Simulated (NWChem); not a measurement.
System: H2SeS2; SMILES S[Se]S

NWChem input:

```
start job
memory heap 200 mb stack 900 mb global 1100 mb
geometry units angstroms noautoz
  Se     0.000000     0.000000     0.796168
  S      1.787398    -0.106259    -0.544011
  H      1.968008     1.221630    -0.737543
  S     -1.787398     0.106259    -0.544011
  H     -1.968008    -1.221630    -0.737543
end
basis spherical
  * library 6-31g*
end
dft
  xc m06
  iterations 150
  mulliken
end
task dft energy
```

Parts of the log:

```
             Northwest Computational Chemistry Package (NWChem) 7.3.0
             --------------------------------------------------------

 C2  symmetry detected

                             Geometry "geometry" -> ""
                             -------------------------

 Output coordinates in angstroms (scale by  1.889725989 to convert to a.u.)

  No.       Tag          Charge          X              Y              Z
 ---- ---------------- ---------- -------------- -------------- --------------
    1 Se                  34.0000     0.00000000     0.00000000     0.67578162
    2 S                   16.0000     1.79002039    -0.04369869    -0.66439738
    3 H                    1.0000     1.92409109     1.28969330    -0.85792938
    4 S                   16.0000    -1.79002039     0.04369869    -0.66439738
    5 H                    1.0000    -1.92409109    -1.28969330    -0.85792938

 Effective nuclear repulsion energy (a.u.)     325.1447703018

      Symmetry information
      --------------------

 Group name             C2
 Group number              4
 Group order               2
 No. of unique centers     3

                                 NWChem DFT Module
                                 -----------------

 Summary of "ao basis" -> "ao basis" (spherical)
 ------------------------------------------------------------------------------
       Tag                 Description            Shells   Functions and Types
 ---------------- ------------------------------  ------  ---------------------
 Se                          6-31g*                 12       32   5s4p3d
 S                           6-31g*                  8       18   4s3p1d
 H                           6-31g*                  2        2   2s

      Symmetry analysis of basis
      --------------------------

        a          38
        b          34

            General Information
            -------------------
          SCF calculation type: DFT
          Wavefunction type:  closed shell.
          No. of atoms     :     5
          No. of electrons :    68
           Alpha electrons :    34
            Beta electrons :    34
          Charge           :     0
          Spin multiplicity:     1
          Use of symmetry is: on ; symmetry adaption is: on
          Maximum number of iterations: 150
          AO basis - number of functions:    72
                     number of shells:    32
          Convergence on energy requested:  1.00D-06
          Convergence on density requested:  1.00D-05
          Convergence on gradient requested:  5.00D-04

              XC Information
              --------------
                          M06 Method XC Functional
                     Hartree-Fock (Exact) Exchange  0.270
                           M06 Exchange Functional  1.000
                         M06 Correlation Potential  1.000

             Grid Information
             ----------------
          Grid used for XC integration:  medium
          Radial quadrature: Mura-Knowles
          Angular quadrature: Lebedev.
          Tag              B.-S. Rad. Rad. Pts. Rad. Cut. Ang. Pts.
          ---              ---------- --------- --------- ---------
          Se                  1.15      112           8.0       590
          S                   1.00       88          10.0       590
          H                   0.35       45          11.0       434
          Grid pruning is: on
          Number of quadrature shells:   245
          Spatial weights used:  Erf1

      Superposition of Atomic Density Guess
      -------------------------------------

 Sum of atomic energies:       -3195.41317026

      Non-variational initial energy
      ------------------------------

 Total energy =   -3195.914993
 1-e energy   =   -5091.470135
 2-e energy   =    1570.410371
 HOMO         =      -0.251163
 LUMO         =      -0.037921

      Symmetry analysis of molecular orbitals - initial
      -------------------------------------------------

  Numbering of irreducible representations:

     1 a           2 b

  Orbital symmetries:

     1 a           2 b           3 a           4 a           5 b
     6 a           7 b           8 b           9 a          10 a
    11 b          12 a          13 b          14 a          15 b
    16 a          17 b          18 a          19 b          20 b
    21 a          22 a          23 a          24 b          25 a
    26 b          27 a          28 b          29 a          30 b
    31 a          32 a          33 b          34 b          35 a
    36 b          37 a          38 b          39 a          40 b
    41 b          42 a          43 b          44 a

     ---------------------------------------------
      Total Density - Mulliken Population Analysis
     ---------------------------------------------

    Atom       Charge   Shell Charges
 -----------   ------   -------------------------------------------------------
    1 Se  34    33.90   2.00  2.00  6.00  2.00  5.99  1.51  2.81  0.40  1.10  6.94  2.94  0.19
    2 S   16    16.29   2.00  2.00  5.98  1.33  2.96  0.54  1.46  0.03
    3 H    1     0.76   0.41  0.35
    4 S   16    16.29   2.00  2.00  5.98  1.33  2.96  0.54  1.46  0.03
    5 H    1     0.76   0.41  0.35

   convergence    iter        energy       DeltaE   RMS-Dens  Diis-err
 ---------------- ----- ----------------- --------- --------- ---------
 d= 0,ls=0.0,diis     1  -3198.6740045007 -3.52D+03  1.16D-02  3.14D-01
 d= 0,ls=0.0,diis     2  -3198.7034235148 -2.94D-02  5.77D-03  9.12D-02
 d= 0,ls=0.0,diis     3  -3198.7110159556 -7.59D-03  2.45D-03  1.87D-02
 d= 0,ls=0.0,diis     4  -3198.7135589058 -2.54D-03  7.81D-04  2.65D-03
 d= 0,ls=0.0,diis     5  -3198.7139020447 -3.43D-04  1.56D-04  5.80D-05
  Resetting Diis
 d= 0,ls=0.0,diis     6  -3198.7139118824 -9.84D-06  5.44D-05  2.94D-06
 d= 0,ls=0.0,diis     7  -3198.7139124548 -5.72D-07  1.31D-05  1.19D-07
 d= 0,ls=0.0,diis     8  -3198.7139124471  7.66D-09  7.20D-06  1.76D-07

         Total DFT energy =    -3198.713912447147
      One electron energy =    -5092.015483980043
           Coulomb energy =     1707.332610010114
    Exchange-Corr. energy =     -139.175808779020
 Nuclear repulsion energy =      325.144770301801

 Numeric. integr. density =       67.999987871914

                  Occupations of the irreducible representations
                  ----------------------------------------------

                     irrep           alpha         beta
                     --------     --------     --------
                     a                18.0         18.0
                     b                16.0         16.0

                       DFT Final Molecular Orbital Analysis
                       ------------------------------------

 Vector   32  Occ=2.000000D+00  E=-2.834134D-01  Symmetry=a
              MO Center= -5.9D-14,  1.3D-15, -5.3D-01, r^2= 4.6D+00
   Bfn.  Coefficient  Atom+Function         Bfn.  Coefficient  Atom+Function
  ----- ------------  ---------------      ----- ------------  ---------------
    41      0.473339  2 S  pz                61      0.473339  4 S  pz
    45      0.286818  2 S  pz                65      0.286818  4 S  pz
    13     -0.214620  1 Se pz                37     -0.179395  2 S  pz
    57     -0.179395  4 S  pz                10      0.168148  1 Se s
    14     -0.167889  1 Se s                  9      0.089681  1 Se pz

 Vector   33  Occ=2.000000D+00  E=-2.747407D-01  Symmetry=b
              MO Center=  8.9D-14, -1.5D-15, -5.7D-01, r^2= 4.8D+00
   Bfn.  Coefficient  Atom+Function         Bfn.  Coefficient  Atom+Function
  ----- ------------  ---------------      ----- ------------  ---------------
    39      0.405253  2 S  px                59      0.405253  4 S  px
    41      0.309656  2 S  pz                61     -0.309656  4 S  pz
    43      0.241224  2 S  px                63      0.241224  4 S  px
    45      0.180480  2 S  pz                65     -0.180480  4 S  pz
    35     -0.152681  2 S  px                55     -0.152681  4 S  px

 Vector   34  Occ=2.000000D+00  E=-2.678132D-01  Symmetry=b
              MO Center= -4.2D-15, -5.4D-16,  4.2D-01, r^2= 2.7D+00
   Bfn.  Coefficient  Atom+Function         Bfn.  Coefficient  Atom+Function
  ----- ------------  ---------------      ----- ------------  ---------------
    12      0.721329  1 Se py                16      0.355863  1 Se py
     8     -0.302855  1 Se py                52     -0.151417  3 H  s
    72      0.151417  5 H  s                 40     -0.129785  2 S  py
    60     -0.129785  4 S  py                42      0.128505  2 S  s
    62     -0.128505  4 S  s                 51     -0.097525  3 H  s

 Vector   35  Occ=0.000000D+00  E=-6.836857D-02  Symmetry=a
              MO Center= -1.4D-16, -1.8D-18, -2.8D-02, r^2= 4.6D+00
   Bfn.  Coefficient  Atom+Function         Bfn.  Coefficient  Atom+Function
  ----- ------------  ---------------      ----- ------------  ---------------
    17      0.667630  1 Se pz                14     -0.574471  1 Se s
    13      0.564436  1 Se pz                43     -0.481330  2 S  px
    63      0.481330  4 S  px                42      0.381563  2 S  s
    62      0.381563  4 S  s                 10      0.350081  1 Se s
    39     -0.350000  2 S  px                59      0.350000  4 S  px

 Vector   36  Occ=0.000000D+00  E=-4.170951D-02  Symmetry=b
              MO Center=  2.8D-15, -8.6D-17,  2.1D-01, r^2= 4.4D+00
   Bfn.  Coefficient  Atom+Function         Bfn.  Coefficient  Atom+Function
  ----- ------------  ---------------      ----- ------------  ---------------
    15      0.834095  1 Se px                11      0.637013  1 Se px
    45     -0.396255  2 S  pz                65      0.396255  4 S  pz
    42     -0.378233  2 S  s                 62      0.378233  4 S  s
    43      0.310999  2 S  px                63      0.310999  4 S  px
    41     -0.284017  2 S  pz                61      0.284017  4 S  pz

 Vector   37  Occ=0.000000D+00  E= 2.641752D-02  Symmetry=a
              MO Center=  8.6D-16,  4.8D-15, -6.8D-01, r^2= 6.2D+00
   Bfn.  Coefficient  Atom+Function         Bfn.  Coefficient  Atom+Function
  ----- ------------  ---------------      ----- ------------  ---------------
    52      1.072957  3 H  s                 72      1.072957  5 H  s
    42     -0.722288  2 S  s                 62     -0.722288  4 S  s
    44     -0.699431  2 S  py                64      0.699431  4 S  py
    14      0.509876  1 Se s                 40     -0.296856  2 S  py
    60      0.296856  4 S  py                17     -0.267533  1 Se pz

     ---------------------------------------------
      Total Density - Mulliken Population Analysis
     ---------------------------------------------

    Atom       Charge   Shell Charges
 -----------   ------   -------------------------------------------------------
    1 Se  34    33.97   2.00  2.00  6.00  2.00  5.99  1.64  2.99  0.31  0.92  6.92  2.94  0.25
    2 S   16    16.15   2.00  2.00  5.97  1.40  3.01  0.51  1.21  0.05
    3 H    1     0.87   0.50  0.36
    4 S   16    16.15   2.00  2.00  5.97  1.40  3.01  0.51  1.21  0.05
    5 H    1     0.87   0.50  0.36

     -------------------------------------------
      Total Density - Lowdin Population Analysis
     -------------------------------------------

    Atom       Charge   Shell Charges
 -----------   ------   -------------------------------------------------------
    1 Se  34    33.98   2.00  2.00  5.99  1.99  5.88  1.28  2.73  0.54  1.40  6.69  3.09  0.38
    2 S   16    16.13   2.00  1.99  5.89  1.15  2.76  0.60  1.67  0.06
    3 H    1     0.88   0.48  0.40
    4 S   16    16.13   2.00  1.99  5.89  1.15  2.76  0.60  1.67  0.06
    5 H    1     0.88   0.48  0.40

     Multipole analysis of the density
     ---------------------------------

     L   x y z        total         alpha         beta         nuclear
     -   - - -        -----         -----         ----         -------
     0   0 0 0     -0.000000    -34.000000    -34.000000     68.000000

     1   1 0 0      0.000000      0.000000      0.000000     -0.000000
     1   0 1 0     -0.000000     -0.000000     -0.000000      0.000000
     1   0 0 1     -0.005693     -0.002846     -0.002846     -0.000000

     2   2 0 0    -33.761652   -213.178284   -213.178284    392.594916
     2   1 1 0      3.461983     -2.661212     -2.661212      8.784408
     2   1 0 1      0.000000      0.000000      0.000000     -0.000000
     2   0 2 0    -32.192059    -22.144919    -22.144919     12.097780
     2   0 1 1      0.000000      0.000000      0.000000      0.000000
     2   0 0 2    -34.126559    -72.637605    -72.637605    111.148651
```

Level: M06/6-31G* (spherical d). All runs use the structure optimised with B3LYP/6-31G* (spherical d).
